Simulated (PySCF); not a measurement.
O2Se, SMILES O=[Se]=O (connectivity only; charge and spin as stated), charge +1, multiplicity 2. Atoms are numbered in the order given.

```xyz
3

O      0.0000    -1.4158     0.5185
Se     0.0000     0.0000    -0.2440
O      0.0000     1.4158     0.5185
```
Charge +1, spin multiplicity 2.

Geometry: r2SCAN-D4/def2-TZVP. The multiplicity is an assumed one; other spin states were not compared.

Computed with r2SCAN/def2-TZVPD (PySCF).

Mulliken values depend strongly on the basis, most of all with diffuse functions as here. Atomic charges (e):

```json
[
 {"atom": "O1", "meta-Löwdin": "…", "Mulliken": "-0.13", "Mulliken spin": "0.46"},
 {"atom": "Se2", "meta-Löwdin": "…", "Mulliken": "1.25", "Mulliken spin": "0.07"},
 {"atom": "O3", "meta-Löwdin": "…", "Mulliken": "-0.13", "Mulliken spin": "0.46"}
]
```

**Question.** Complete the blanks. (An estimate is asked for; the answer gives what the named calculation found.)

**Answer.** 
- O1, meta-Löwdin: -0.34
- Se2, meta-Löwdin: 1.67
- O3, meta-Löwdin: -0.34
